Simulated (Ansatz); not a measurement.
```xyz
8

S    -1.5337   -0.5981   -0.2401
Si    0.1047    0.6631   -1.0252
B    -0.0245   -0.2872    0.9083
B     0.5656    1.1975    0.7109
H    -1.2615   -1.8412   -0.7171
H     0.4895    0.1386   -2.3678
H     0.3157   -1.2315    1.5538
H     1.3442    1.9587    1.1772
```

Charge 0, multiplicity 1. The bonds changed during the relaxation, so this is another structure than the one it started from.

(1) List the PBE0/def2-TZVPP orbital energies in eV (the Gaussian-basis code of Ansatz). (Estimate.)

Answers

(1) The calculation gave: Occupied: -2424.00, -1803.19, -219.31, -184.56, -184.06, -163.13, -163.02, -163.01, -145.51, -100.22, -100.16, -100.06, -22.29, -16.56, -13.57, -12.85, -12.03, -10.72, -9.49, -9.42, -7.46, -6.37. Lowest empty: -1.47, -0.85, -0.16, 0.29, 0.64, 1.22, 1.92, 2.51.
